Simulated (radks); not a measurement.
Values are calculated unless marked as measured or tabulated.
The lithium ion Li2+ inside a hard spherical wall (all orbitals vanish at R), configuration held at 1s1 and not refilled when levels cross. Code: a radial shooting solver on a logarithmic mesh with Libxc functionals. Model: scalar-relativistic Kohn-Sham, LDA (Slater exchange, Perdew-Wang correlation), spin-polarised, spherical densities, finite nucleus; open shells are filled with parallel spins first; Fermi nuclear charge, rms radius 2.444 fm. Eigenvalues in eV for spin up, with the zero of energy where the potential of the charges vanishes at infinity; a dash marks a level that is unbound or too diffuse for the functional's potential to be trusted. A positive occupied level is held by the wall or, in an anion where self-interaction has pushed it up, behind a barrier. The pressure on the wall is -dE/dV.

R (bohr)  E (hartree)  kinetic (hartree)    e(1s)  e(2s, empty)  e(2p, empty)  pressure (GPa)
free         -4.40264              4.382  -102.01       -18.555       -17.285               0
20           -4.40264              4.382  -102.01       -18.555       -17.285        < 0.0001
15           -4.40264              4.382  -102.01       -18.555       -17.285        < 0.0001
12           -4.40264              4.382  -102.01       -18.555       -17.285        < 0.0001
4            -4.40264              4.382  -102.01       -16.929       -16.284        0.000324
3.5          -4.40264              4.382  -102.01       -15.104       -15.211         0.00527
2            -4.39445              4.449  -101.59        19.645         3.309            22.3
